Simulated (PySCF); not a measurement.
A species of formula C3H7NSSi has this rotational fingerprint, computed with PySCF 2.14.0, PBE0-D3(BJ)/def2-SVP geometry optimisation, gas phase:

| Quantity | Value |
| --- | --- |
| Rotational constants | A = 2617, B = 1872, C = 1206 MHz |
| Dipole components | \|μa\| = 1.46 D, \|μb\| = 2.18 D, \|μc\| = 1.27 D |
| Inertial defect | -43.83 u·Å² |
| κ | -0.06 |

Question: Which structure is it? (One computed conformer of each.)
A. `CN1[SiH2]CC1=S`
B. `[CH3:1][S:2][Si@H:3]([CH3:4])[C:5]#[N:6]` with C1–S2–Si3–C4 176°
C. `[N:1]#[C:2][CH2:3][S:4][CH2:5][SiH3:6]` with C2–C3–S4–C5 60°, C3–S4–C5–Si6 75°
D. `[CH2:1]=[N:2]/[CH:3]=[CH:4]\[S:5][SiH3:6]` with C1–N2–C3–C4 180°, C3–C4–S5–Si6 -1°
E. `[CH2:1]=[CH:2]/[CH:3]=[N:4]\[SiH2:5][SH:6]` with C1–C2–C3–N4 179°, C3–N4–Si5–S6 119°, N4–Si5–S6–H 50°

Answer: B. It is CS[Si@H](C)C#N, an asymmetric top, point group C1. The candidates at the same level (rigid rotor, commonest isotopes):

| SMILES | A (MHz) | B (MHz) | C (MHz) | μa (D) | μb (D) | μc (D) | Δ (u·Å²) | point group | rotor |
| --- | --- | --- | --- | --- | --- | --- | --- | --- | --- |
| N#CCSC[SiH3] | 3409 | 1363 | 1144 | 1.98 | 1.14 | 1.30 | -77.18 | C1 | asymmetric top |
| CS[Si@H](C)C#N | 2617 | 1872 | 1206 | 1.46 | 2.18 | 1.27 | -43.83 | C1 | asymmetric top |
| CN1[SiH2]CC1=S | 3888 | 1872 | 1304 | 3.90 | 0.58 | 0.01 | -12.42 | near Cs | asymmetric top |
| C=N/C=C\S[SiH3] | 3303 | 2020 | 1273 | 3.30 | 1.00 | 0.00 | -6.34 | Cs | asymmetric top |
| C=C/C=N\[SiH2]S | 6622 | 891.5 | 884.6 | 2.82 | 0.05 | 0.08 | -71.93 | C1 | near-prolate asymmetric top |

`C=C/C=N\[SiH2]S` has A 153 % too high; `CN1[SiH2]CC1=S` has A 49 % too high; `C=N/C=C\S[SiH3]` has A 26 % too high; `N#CCSC[SiH3]` has A 30 % too high. No structure here is proved a minimum.
